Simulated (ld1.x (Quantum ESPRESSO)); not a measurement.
**Reading a pseudo-wave (Mg (Z = 12))**

Columns: radius, all-electron u(r) and pseudo u(r) of the 3p shell (level -1.54 eV) of magnesium in the configuration [He] 2s2 2p6 3s1.75 3p0.25; PBE, scalar-relativistic, PAW scheme, ld1.x (Quantum ESPRESSO) 7.5.

```csv
r (bohr),all-electron,pseudo
0.108,0.0533,0.0258
0.215,0.1195,0.0907
0.322,0.1560,0.1660
0.430,0.1626,0.2199
0.538,0.1470,0.2307
0.645,0.1176,0.1974
0.752,0.0802,0.1353
0.860,0.0382,0.0648
0.968,-0.0052,0.0025
1.075,-0.0482,-0.0474
1.182,-0.0901,-0.0901
1.290,-0.1305,-0.1305
1.398,-0.1688,-0.1688
1.505,-0.2044,-0.2044
1.612,-0.2376,-0.2376
1.720,-0.2686,-0.2686
1.828,-0.2973,-0.2973
1.935,-0.3236,-0.3236
2.042,-0.3478,-0.3478
2.150,-0.3700,-0.3700
2.258,-0.3900,-0.3900
2.365,-0.4077,-0.4077
2.472,-0.4233,-0.4233
2.580,-0.4369,-0.4369
2.688,-0.4486,-0.4486
2.795,-0.4583,-0.4583
```

(1) How many radial nodes do the two functions have?

(2) At about which radius was the pseudo-wave matched?

(3) Is the pseudo-wave norm-conserving?

## Answers

(1) The all-electron 3p function has n − l − 1 = 1; the pseudo-wave has 1, since 1 lower shell of the same l stays in the valence.

(2) 1.20 bohr, where the columns begin to agree (steps of 0.11 bohr).

(3) No, it belongs to a PAW set: the norm inside the radius is not constrained, and the difference is carried by the augmentation charge.
